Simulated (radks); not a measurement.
Question: Species: Bi2+. Configuration: [Hg] 6p1. Method: scalar-relativistic Kohn-Sham, LDA (Slater exchange, Perdew-Wang correlation), spin-polarised, spherical densities, point nucleus; open shells are filled with parallel spins first (spin-orbit coupling, left out, can overturn this in heavy ions); computed with a radial shooting solver on a logarithmic mesh with Libxc functionals. Some entries of the table are withheld. Estimate them.

orbital,occ.,eigenvalue (hartree),<r> (bohr)
1s up,1,-3330.808,0.01579
1s down,1,-3330.807,0.01579
2s up,1,-599.0339,0.06650
2s down,1,-599.0336,0.06650
2p up,3,-512.6085,0.06056
2p down,3,-512.6081,0.06056
3s up,1,-145.0804,0.1717
3s down,1,-145.0800,0.1717
3p up,3,-120.3987,0.1738
3p down,3,-120.3982,0.1738
3d up,5,-95.59972,0.1575
3d down,5,-95.59932,0.1575
4s up,1,-33.77269,0.3773
4s down,1,-33.77205,0.3773
4p up,3,-25.68560,0.4029
4p down,3,-25.68491,0.4029
4d up,5,-16.44938,0.4227
4d down,5,-16.44862,0.4227
5s up,1,-6.45712,0.8299
5s down,1,-6.45538,0.8298
4f up,7,-6.27160,0.4410
4f down,7,-6.27075,0.4410
5p up,3,(1),0.9474
5p down,3,(2),0.9470
5d up,5,-1.64563,1.229
5d down,5,-1.63995,1.225
6s up,1,(3),2.068
6s down,1,(4),2.059
6p up,1,-0.73004,(5)
6p down,0,-0.70322,(6)

Answer: 
(1) 5p up eigenvalue (hartree): -4.17578
(2) 5p down eigenvalue (hartree): -4.17370
(3) 6s up eigenvalue (hartree): -1.15373
(4) 6s down eigenvalue (hartree): -1.13114
(5) 6p up <r> (bohr): 2.600
(6) 6p down <r> (bohr): 2.605
